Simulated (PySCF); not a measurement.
**How the method changes the constants of NdH**

State: sextet, about 4.0 electrons in the 4f shell (Mulliken), real f orbitals that mix terms. Set-up: basis Nd x2c-TZVPPall, H x2c-TZVPPall; spin-free X2C with a Gaussian nucleus; PySCF 2.14. De refers to Nd (4f4 6s2) + H in their high-spin ground configurations, without counterpoise correction. The functionals are run spin-unrestricted. A positive dipole means Nd(−)H(+). Levels whose curve was spin-contaminated or gave no clean fit are not listed.

| Level | Re (Å) | ωe (cm⁻¹) | De (eV) | μ (D) | CPU s a point (SCF and correlation, without the integrals) |
| --- | --- | --- | --- | --- | --- |
| UHF | 2.226 | 1185 | n/a | -3.06 | 4.7 |
| UHF-MP2 | 2.109 | 1308 | n/a | n/a | 8 |
| UHF-SCS-MP2 | 2.131 | 1283 | n/a | n/a | n/a |
| PBE | 2.113 | 1251 | 2.23 | -3.19 | 11 |
| BP86 | 2.117 | 1248 | 2.34 | -3.22 | 4 |
| r²SCAN | 2.121 | 1262 | 2.47 | -3.37 | 8.5 |
| r²SCANh | 2.127 | 1258 | 2.40 | -3.41 | 12 |
| PBE0 | 2.127 | 1252 | 2.15 | -3.34 | 9.6 |
| r²SCAN0 | 2.134 | 1254 | 2.31 | -3.46 | 10 |
| HSE06 | 2.129 | 1251 | 2.14 | -3.39 | 26 |

Task: What does a quarter of exact exchange do here, going from PBE to PBE0?

Result: PBE0 less PBE: +1.4 pm in Re, +0.1 % in ωe, -0.08 eV in De. Exact exchange removes part of the self-interaction that spreads semilocal densities, and in most molecules shortens and stiffens the bond and lowers De; here Re goes the other way.

Task: What does the step from GGA to meta-GGA do here, going from PBE to r²SCAN?

Result: r²SCAN less PBE: +0.8 pm in Re, +0.9 % in ωe, +0.24 eV in De. 

Task: What does a quarter of exact exchange do here, going from r²SCAN to r²SCAN0?

Result: r²SCAN0 less r²SCAN: +1.3 pm in Re, -0.6 % in ωe, -0.16 eV in De. Exact exchange removes part of the self-interaction that spreads semilocal densities, and in most molecules shortens and stiffens the bond and lowers De; here Re and ωe go the other way.

Correlated steps freeze 18 core orbitals. Spin–orbit coupling is left out, which matters for elements this heavy, above all for dissociation energies. Counting both spins, an empty level lies below a filled one in some of these solutions, because spin and occupation are held. The state is the lowest single determinant that the PBE0 search found; with open d or f shells the true ground state can be another one.

The whole job (state search and all levels along the bond) took about 27 min on 2 threads of Intel Xeon Platinum 8375C @ 2.90GHz (shared host), peak memory 9.7 GiB.
